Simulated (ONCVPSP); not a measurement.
**Before and after: ONCV potential for Dy**

ONCVPSP 4.0.1 input, shortened (lines: element, Z, core and valence counts, functional; n l f; lmax; l rc ep ncon nbas qcut; lloc lpopt rc5 dvloc0; l nproj debl; icmod fcfact rcfact), Wu-Cohen, scalar-relativistic:

```
  Dy 66.00   10    4  -118130      upf
    1    0    2.00
    2    0    2.00
    2    1    6.00
    3    0    2.00
    3    1    6.00
    3    2   10.00
    4    0    2.00
    4    1    6.00
    4    2   10.00
    4    3    9.00
    5    0    2.00
    5    1    6.00
    5    2    1.50
    6    0    1.50
    2
    0    2.30    0.00    3    7    5.10
    1    1.65    0.00    4    7    5.30
    2    2.30    0.00    4    8    4.50
    4    5    1.10    2.00
    0    3    1.50
    1    2    3.70
    2    2    3.00
    3    4.75    1.45
```

Change: non-relativistic.

Cutoffs: the cutoffs (Ha) at which the residual kinetic energy of the hardest occupied pseudo-wave falls to 1 and 0.1 mHa per electron; they do not see the model core or the augmentation charge, which bear on the density cutoff. Errors are all-electron minus pseudo energies relative to the spin-unpolarised reference configuration.

Q: What does the change do?

A: The potential gets neither clearly harder nor softer (26 Ha and 52 Ha → 26 Ha and 51 Ha); the p channel sets the loose cutoff, while the largest relative change is in s, which becomes harder; the lowest positive-energy flag moves from s at 59.1 eV to s at 29.1 eV; of the 3 tests that both files solve, the error grows in 2 and shrinks in 1 by more than 15 % and 0.3 meV (median size 0.8 → 2.5 meV); neither file shows a bound ghost.

```csv
quantity,base,changed
"cutoff, loose",26 Ha,26 Ha
"cutoff, tight",52 Ha,51 Ha
loose cutoff by channel,"s 6.9 Ha, p 26 Ha, d 8.3 Ha","s 8.2 Ha, p 26 Ha, d 8.4 Ha"
bound ghosts,none,none
GHOST(+) flags under 300 eV,"s at 59.1 eV, p at 205.3 eV","s at 29.1 eV, p at 197.8 eV"
"tests counted as reliable (solved cleanly; for ONCVPSP, near-neutral configurations with less than one 5d electron left out)",3 of 4,3 of 4
"error for 5s2 5p6 5d1 6s2, meV [ΔE -1.02 → -0.46 eV]",-0.8,-1.8
"error for 5s2 5p6 5d1 6s1, meV [ΔE 5.85 → 5.86 eV]",-5.0,-2.5
"error for 5s2 5p6 5d1 6s0, meV [ΔE 18.16 → 17.27 eV]",-0.2,+4.1
s: phases at 2.34 bohr within 0.05 rad from the reference energy up to (Ha; the scan ends near 5),to the end of the scan,to the end of the scan
p: phases at 1.67 bohr within 0.05 rad from the reference energy up to (Ha; the scan ends near 5),4.7,4.7
d: phases at 2.34 bohr within 0.05 rad from the reference energy up to (Ha; the scan ends near 5),to the end of the scan,to the end of the scan
"rms error of d²Exc/dni dnj with the model core, mHa",0.89,0.96
```

Base: Tests not counted: 5s2 5p6 5d0 6s2 (all-electron energy unsafe for a near-neutral lanthanide with less than one 5d electron, printed error -32 meV). Changed file: Tests not counted: 5s2 5p6 5d0 6s2 (all-electron energy unsafe for a near-neutral lanthanide with less than one 5d electron, printed error -23 meV).
